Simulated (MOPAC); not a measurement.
MOPAC input (PM7):

```
PM7 1SCF UHF MS=0.5 GEO-OK AUX(PRECISION=9) THREADS=1
C2H7Ge

C     1.66094900 1   -0.60667300 1   -0.18653100 1
Ge   -0.02573000 1    0.35745700 1    0.19870600 1
C    -1.57534800 1   -0.72532800 1   -0.39214100 1
H     1.72328800 1   -0.80749600 1   -1.25875600 1
H     1.68547900 1   -1.55476700 1    0.34956600 1
H     2.52240900 1   -0.01003700 1    0.10952500 1
H    -0.02781800 1    1.72052800 1   -0.55504200 1
H    -1.48686000 1   -0.92519300 1   -1.46270400 1
H    -1.59822000 1   -1.67516000 1    0.14094500 1
H    -2.50852000 1   -0.19449100 1   -0.21010100 1
```

From the output:

```
                                                       MOPAC v23.2.5 Linux

          FINAL HEAT OF FORMATION =         19.43403 KCAL/MOL =      81.31198 KJ/MOL

          COSMO AREA              =        113.98 SQUARE ANGSTROMS
          COSMO VOLUME            =        103.08 CUBIC ANGSTROMS

          IONIZATION POTENTIAL    =          8.815546 EV
          ALPHA SOMO LUMO (EV)    =         -8.816  0.173
          BETA  SOMO LUMO (EV)    =        -10.692 -1.814
          NO. OF ALPHA ELECTRONS  =         10
          NO. OF BETA  ELECTRONS  =          9
          MOLECULAR WEIGHT        =        103.6673         POINT GROUP:  Cs

          MOLECULAR DIMENSIONS (Angstroms)

            Atom       Atom       Distance
            H    10    H     6     5.04445
            H     7    H     5     3.43090
           Ge     2    H     8     1.80638

          SCF CALCULATIONS        =          1

   ATOM   CHEMICAL          X               Y               Z
  NUMBER   SYMBOL      (ANGSTROMS)     (ANGSTROMS)     (ANGSTROMS)

     1       C          1.66094900  *  -0.60667300  *  -0.18653100  *
     2      Ge         -0.02573000  *   0.35745700  *   0.19870600  *
     3       C         -1.57534800  *  -0.72532800  *  -0.39214100  *
     4       H          1.72328800  *  -0.80749600  *  -1.25875600  *
     5       H          1.68547900  *  -1.55476700  *   0.34956600  *
     6       H          2.52240900  *  -0.01003700  *   0.10952500  *
     7       H         -0.02781800  *   1.72052800  *  -0.55504200  *
     8       H         -1.48686000  *  -0.92519300  *  -1.46270400  *
     9       H         -1.59822000  *  -1.67516000  *   0.14094500  *
    10       H         -2.50852000  *  -0.19449100  *  -0.21010100  *

                             CARTESIAN COORDINATES

   1    C        1.660949000    -0.606673000    -0.186531000
   2   Ge       -0.025730000     0.357457000     0.198706000
   3    C       -1.575348000    -0.725328000    -0.392141000
   4    H        1.723288000    -0.807496000    -1.258756000
   5    H        1.685479000    -1.554767000     0.349566000
   6    H        2.522409000    -0.010037000     0.109525000
   7    H       -0.027818000     1.720528000    -0.555042000
   8    H       -1.486860000    -0.925193000    -1.462704000
   9    H       -1.598220000    -1.675160000     0.140945000
  10    H       -2.508520000    -0.194491000    -0.210101000

           Empirical Formula: C2 H7 Ge  =    10 atoms

      MOLECULAR POINT GROUP   :   Cs

          ALPHA EIGENVALUES
 -24.31276 -24.13786 -15.62645 -14.31891 -14.22943 -13.83740 -13.72566 -10.94563
 -10.74130  -8.81555   0.17262   0.91918   3.11618   5.72593   5.74651   5.79799
   5.81640   6.97052   7.02145

           BETA EIGENVALUES
 -24.31879 -24.09601 -15.59529 -14.22609 -13.97822 -13.80934 -13.64296 -10.86627
 -10.69224  -1.81420   0.37052   1.05166   2.95777   5.74417   5.76219   5.79353
   5.81090   6.97706   7.02632

              NET ATOMIC CHARGES AND DIPOLE CONTRIBUTIONS

  ATOM NO.   TYPE          CHARGE      No. of ELECS.   s-Pop       p-Pop
    1          C          -0.564135        4.5641     1.04914     3.51500
    2         Ge          -0.007561        4.0076     1.07967     2.92789
    3          C          -0.564135        4.5641     1.04914     3.51500
    4          H           0.170574        0.8294     0.82943
    5          H           0.169727        0.8303     0.83027
    6          H           0.166686        0.8333     0.83331
    7          H           0.121859        0.8781     0.87814
    8          H           0.170574        0.8294     0.82943
    9          H           0.169727        0.8303     0.83027
   10          H           0.166686        0.8333     0.83331
 DIPOLE           X         Y         Z       TOTAL
 POINT-CHG.     0.029     0.387    -0.674     0.778
 HYBRID         0.021    -0.331    -0.137     0.359
 SUM            0.050     0.056    -0.812     0.815

          ATOMIC ORBITAL ELECTRON POPULATIONS

     Atom    s        px        py        pz
    1  C   1.04914   1.14470   1.18537   1.18493
    2 Ge   1.07967   0.89696   1.03105   0.99988
    3  C   1.04914   1.15436   1.18119   1.17945
    4  H   0.82943
    5  H   0.83027
    6  H   0.83331
    7  H   0.87814
    8  H   0.82943
    9  H   0.83027
   10  H   0.83331

                    (SZ)    =    0.500000
                    (S**2)  =    0.757171

          ATOMIC ORBITAL SPIN POPULATIONS

    Atom   Total    s     px     py     pz
         Atomic
    1  C -0.0410 -0.006 -0.028 -0.011  0.003
    2 Ge  1.0758  0.106  0.062  0.073  0.836
    3  C -0.0410 -0.006 -0.023 -0.013  0.001
    4  H  0.0153  0.015
    5  H  0.0019  0.002
    6  H  0.0019  0.002
    7  H -0.0321 -0.032
    8  H  0.0153  0.015
    9  H  0.0019  0.002
   10  H  0.0019  0.002

 **********************
 *                    *
 * JOB ENDED NORMALLY *
 *                    *
 **********************

 == MOPAC DONE ==
```

The geometry given is a B3LYP-D3(BJ)/def2-TZVP minimum.
